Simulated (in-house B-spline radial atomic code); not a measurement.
A fraction x of an electron is removed from 4p in Cd2+, starting from [Kr] 4d10 and keeping the highest spin. Method: non-relativistic HSE06, spin-polarised, spherical fractional occupations, point nucleus. Calculated with an all-electron radial atomic-structure program (B-spline basis).

Caution: exact exchange at fractional occupations of open shells leaves self-interaction of up to several eV.

| x | E(x) - E(0) (eV) | 4p down level (eV) |
| --- | --- | --- |
| 0 | 0.0000 | -87.838 |
| 0.03 | 2.6418 | -88.281 |
| 0.23 | 20.5959 | -91.269 |
| 0.28 | ? | ? |
| 0.5 | 45.7930 | -95.391 |
| 0.61 | ? | ? |
| 0.68 | 63.2148 | -98.190 |
| 0.87 | 82.1551 | -101.187 |
| 0.92 | 87.2343 | -101.982 |
| 1 | 95.4439 | -103.260 |

(1) What belongs in the row x = 0.28?

(2) What belongs in the row x = 0.61?

(3) Check Janak's theorem between x = 0.03 and 0.23.

## Answers

(1) An energy change of 25.1783 eV; 4p down at -92.025 eV.

(2) An energy change of 56.3798 eV; 4p down at -97.097 eV.

(3) The slope of the energy is 89.77 eV; the orbital levels give 89.78 eV (-ε of the emptying orbital, averaged over the two points).
